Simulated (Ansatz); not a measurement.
CH₈O₂Si₂, SMILES `OC(O)([SiH3])[SiH3]`. Total charge 0; spin multiplicity 1. Geometry: relaxed with PBE0-D4/def2-TZVP. It is one conformer, not always the lowest.

```xyz
13

O    -1.318    0.755    0.811
C    -0.390    0.233   -0.125
O    -0.624    0.712   -1.438
Si    1.395    0.636    0.418
Si   -0.741   -1.643   -0.197
H    -1.093    1.669    1.021
H    -0.310    1.620   -1.518
H     2.393    0.099   -0.540
H     1.676    0.142    1.789
H     1.466    2.131    0.412
H    -2.142   -1.864   -0.627
H    -0.515   -2.222    1.152
H     0.202   -2.267   -1.159
```

Task: What is the dipole moment at r2SCAN/def2-TZVPP? (Best estimate.)

Result: Computed: 2.14 D, with components (1.22, 1.72, 0.34) D in this frame, pointing from negative to positive charge.

Task: And with PBE, B3LYP, ωB97M-V? (Estimate.)

Result: The calculation gave: PBE 2.07 D, B3LYP 2.17 D, ωB97M-V 2.20 D.

Task: Give the Mulliken charges with r2SCAN, ωB97M-V, PBE in def2-TZVPP. (An estimate is asked.)

Result: Ansatz gave: 
```tsv
atom	r2SCAN	ωB97M-V	PBE
O1	-0.32	-0.28	-0.26
C2	0.14	0.07	0.16
O3	-0.32	-0.28	-0.26
Si4	0.21	0.11	0.11
Si5	0.27	0.16	0.18
H6	0.18	0.16	0.17
H7	0.18	0.16	0.17
H8	-0.05	-0.01	-0.04
H9	-0.05	-0.01	-0.04
H10	-0.08	-0.03	-0.06
H11	-0.06	-0.01	-0.04
H12	-0.06	-0.02	-0.05
H13	-0.06	-0.02	-0.05
```

B3LYP here is the variant with VWN-RPA as its local correlation; programs differ in this.
